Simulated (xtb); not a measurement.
cyclopentadiene (C₅H₆), singlet, geometry from GFN2-xTB, atoms displaced at random by about 0.1 Å a coordinate; GFN1-xTB (xtb).

Here is a job for xtb.
```
$ xtb mol.xyz --gfn 1 --opt --json

# file mol.xyz
11

C     -0.82501104     0.70316113    -0.17778723
C      0.35035238     1.22884455     0.03198001
C      1.18009765     0.08858074     0.03904048
C      0.08069951    -1.19250524     0.00870772
C     -0.97920597    -0.80074796    -0.02572410
H     -1.87276408     1.45267998    -0.48091198
H      0.82168693     2.07940602    -0.29342025
H      1.78983769     0.08568981     1.01340003
H      1.95003245    -0.18406998    -0.89816501
H      0.49746874    -2.26543395     0.37314492
H     -1.88249762    -1.20054548    -0.11553265
```

The log (banner, timings and long lists left out):

```
   ID    Z sym.   atoms
    1    6 C      1-5
    2    1 H      6-11

           -------------------------------------------------
          |                Calculation Setup                |
           -------------------------------------------------

           -------------------------------------------------
          |                 G F N 1 - x T B                 |
           -------------------------------------------------

          ...................................................
          :                      SETUP                      :
          :.................................................:
          :  # basis functions                  32          :
          :  # atomic orbitals                  32          :
          :  # shells                           22          :
          :  # electrons                        26          :
          :  # halogen bonds                     0          :
          :  max. iterations                   250          :
          :  Hamiltonian                  GFN1-xTB          :
          :  restarted?                      false          :
          :  GBSA solvation                  false          :
          :  PC potential                    false          :
          :  electronic temp.          300.0000000     K    :
          :  accuracy                    1.0000000          :
          :  -> integral cutoff          0.2500000E+02      :
          :  -> integral neglect         0.1000000E-07      :
          :  -> SCF convergence          0.1000000E-05 Eh   :
          :  -> wf. convergence          0.2000000E-04 e    :
          :  Broyden damping             0.4000000          :
          :  net charge                          0          :
          :  unpaired electrons                  0          :
          ...................................................

 iter      E             dE          RMSdq      gap      omega  full diag
   1    -13.9143294 -0.139143E+02  0.897E+00    4.63       0.0  T
   2    -13.9428299 -0.285005E-01  0.545E+00    4.65       1.0  T
   3    -13.9423580  0.471856E-03  0.588E-01    4.64       1.0  T
   4    -13.9437368 -0.137876E-02  0.114E-01    4.64       1.0  T
   5    -13.9438788 -0.142011E-03  0.152E-02    4.64       2.0  T
   6    -13.9438800 -0.116235E-05  0.297E-03    4.64      10.2  T
   7    -13.9438800 -0.242947E-07  0.317E-04    4.64      95.1  T
   8    -13.9438800 -0.268082E-09  0.792E-05    4.64     380.7  T
   9    -13.9438800 -0.258051E-10  0.562E-06    4.64    5362.9  T

   *** convergence criteria satisfied after 9 iterations ***

         :::::::::::::::::::::::::::::::::::::::::::::::::::::
         ::                     SUMMARY                     ::
         :::::::::::::::::::::::::::::::::::::::::::::::::::::
         :: total energy             -13.591606124086 Eh    ::
         :: gradient norm              0.667050022874 Eh/a0 ::
         :: HOMO-LUMO gap              4.642322557869 eV    ::
         ::.................................................::
         :: SCC energy               -13.943879986887 Eh    ::
         :: -> electrostatic           0.000774498729 Eh    ::
         :: repulsion energy           0.355869055585 Eh    ::
         :: dispersion energy         -0.003595192784 Eh    ::
         :: halogen bond corr.         0.000000000000 Eh    ::
         :: add. restraining           0.000000000000 Eh    ::
         :: total charge               0.000000000000 e     ::
         :::::::::::::::::::::::::::::::::::::::::::::::::::::

      -----------------------------------------------------------
     |                   =====================                   |
     |                        A N C O P T                        |
     |                   =====================                   |
     |               Approximate Normal Coordinate               |
     |                Rational Function Optimizer                |
[...]
 * total energy  :   -13.5916061 Eh     change       -0.9947598E-13 Eh
 * total energy  :   -13.7307018 Eh     change       -0.1390957E+00 Eh
 * total energy  :   -13.7555264 Eh     change       -0.2482466E-01 Eh
 * total energy  :   -13.7567356 Eh     change       -0.1209122E-02 Eh
 * total energy  :   -13.7576600 Eh     change       -0.9244805E-03 Eh
 * total energy  :   -13.7581114 Eh     change       -0.4514000E-03 Eh
 * total energy  :   -13.7583269 Eh     change       -0.2154567E-03 Eh
 * total energy  :   -13.7583861 Eh     change       -0.5916028E-04 Eh
 * total energy  :   -13.7584122 Eh     change       -0.2609272E-04 Eh
 * total energy  :   -13.7584171 Eh     change       -0.4896803E-05 Eh
 * total energy  :   -13.7584231 Eh     change       -0.6091805E-05 Eh
 * total energy  :   -13.7584240 Eh     change       -0.8227643E-06 Eh
   *** GEOMETRY OPTIMIZATION CONVERGED AFTER 12 ITERATIONS ***
         :: total energy             -13.758423965199 Eh    ::
[...]
         6        2.0000           -0.5696494             -15.5009
         7        2.0000           -0.5450620             -14.8319
         8        2.0000           -0.4999978             -13.6056
         9        2.0000           -0.4905728             -13.3492
        10        2.0000           -0.4832279             -13.1493
        11        2.0000           -0.4797020             -13.0534
        12        2.0000           -0.4608650             -12.5408
        13        2.0000           -0.4077870             -11.0964 (HOMO)
        14                         -0.2702759              -7.3546 (LUMO)
        15                         -0.1812773              -4.9328
        16                         -0.1179434              -3.2094
        17                         -0.0950668              -2.5869
        18                         -0.0880503              -2.3960
        19                         -0.0812649              -2.2113
        20                         -0.0742449              -2.0203
        21                         -0.0682605              -1.8575
        22                          0.0870727               2.3694
        23                          0.1409517               3.8355
        24                          0.1917086               5.2167
       ...                                ...                  ...
        32                          0.7114358              19.3592
      -------------------------------------------------------------
                  HL-Gap            0.1375110 Eh            3.7419 eV
             Fermi-level           -0.3390315 Eh           -9.2255 eV

  Mulliken/CM5 charges         n(s)   n(p)   n(d)
     1C    -0.03973 -0.09547   1.061  2.978  0.000
     2C    -0.04902 -0.10848   1.067  2.982  0.000
     3C    -0.04014 -0.14005   1.024  3.016  0.000
     4C    -0.04892 -0.10835   1.067  2.982  0.000
     5C    -0.03962 -0.09539   1.061  2.978  0.000
     6H     0.02810  0.08337   0.972  0.000  0.000
     7H     0.02966  0.08486   0.970  0.000  0.000
     8H     0.05096  0.10563   0.949  0.000  0.000
     9H     0.05092  0.10559   0.949  0.000  0.000
    10H     0.02962  0.08482   0.970  0.000  0.000
    11H     0.02816  0.08347   0.972  0.000  0.000

Wiberg/Mayer (AO) data.
largest (>0.10) Wiberg bond orders for each atom

 ---------------------------------------------------------------------------
     #   Z sym  total        # sym  WBO       # sym  WBO       # sym  WBO
 ---------------------------------------------------------------------------
     1   6 C    3.994 --     2 C    1.818     5 C    1.135     6 H    0.976
     2   6 C    3.993 --     1 C    1.818     3 C    1.034     7 H    0.976
                             4 C    0.125
     3   6 C    4.000 --     4 C    1.034     2 C    1.034     9 H    0.940
                             8 H    0.940
     4   6 C    3.993 --     5 C    1.818     3 C    1.034    10 H    0.976
                             2 C    0.125
     5   6 C    3.994 --     4 C    1.818     1 C    1.135    11 H    0.976
     6   1 H    1.002 --     1 C    0.976
     7   1 H    1.001 --     2 C    0.976
     8   1 H    1.004 --     3 C    0.940
     9   1 H    1.004 --     3 C    0.940
    10   1 H    1.001 --     4 C    0.976
    11   1 H    1.002 --     5 C    0.976
 ---------------------------------------------------------------------------

Topologies differ in total number of bonds
Writing topology from bond orders to xtbtopo.mol

 dipole moment from electron density (au)
     X       Y       Z
   0.2967  -0.0124   0.0286  total (Debye):    0.758

optimized geometry written to: xtbopt.xyz

           -------------------------------------------------
          | TOTAL ENERGY              -13.758423965199 Eh   |
          | GRADIENT NORM               0.000734242107 Eh/α |
          | HOMO-LUMO GAP               3.741866003916 eV   |
           -------------------------------------------------
```
